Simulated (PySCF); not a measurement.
## InBr under electron impact: the energy ladder

r²SCAN in PySCF with def2-TZVPPD on every atom (core potentials on In), for the lowest determinant that a PBE0 search found; no spin–orbit coupling.

```tsv
species	state (unpaired electrons)	Re (Å)	ωe (cm⁻¹)	energy of the minimum from the neutral (eV)	De (eV)	dissociates to
InBr	singlet (closed shell)	2.563	219	0.00	4.29	In + Br
InBr⁺	doublet (σ ↑)	2.442	233	9.22	0.78	In⁺ + Br
InBr⁻	doublet (π ↑)	2.759	149	-0.52	1.29	In + Br⁻
```

Task: Work out the lowest energy to break InBr into atoms, from its vibrational ground state.

Result: D0 = De − ωe/2 = 4.29 − 0.01 = 4.28 eV (r²SCAN/def2-TZVPPD).

Task: Work out the ionisation energy of the In atom at this level and the threshold of dissociative ionisation.

Result: IE(In) = 9.22 + 0.78 − 4.29 = 5.71 eV, so In⁺ + Br + e⁻ appears at D0 + IE(In) = 9.99 eV (r²SCAN/def2-TZVPPD). The measured IE(In) is 5.786 eV (NIST ASD).

Task: Work out the electron affinity of the Br atom and the threshold of dissociative attachment.

Result: EA(Br) = 4.29 − 1.29 − (-0.52) = 3.52 eV, so In + Br⁻ needs D0 − EA(Br) = 0.76 eV (r²SCAN/def2-TZVPPD). The measured EA(Br) is 3.364 eV.

Task: At which energy does ion-pair formation open?

Result: In⁺ + Br⁻ lies at D0 + IE(In) − EA(Br) = 6.47 eV (r²SCAN/def2-TZVPPD).

These are thermodynamic thresholds; the onsets seen under electron impact lie higher where the geometry changes, and cross-sections peak well above them.

Spin–orbit coupling is left out, which matters for elements this heavy, above all for dissociation energies. For an ion De counts to the pair picked by the measured ionisation energies or electron affinities, which need not be the lowest pair at this level. The highest Kohn–Sham level is positive in this anion. Much of that is self-interaction error, but it also means that the finite basis helps to hold the extra electron. States were picked by a PBE0 search and need not be the measured ground states.
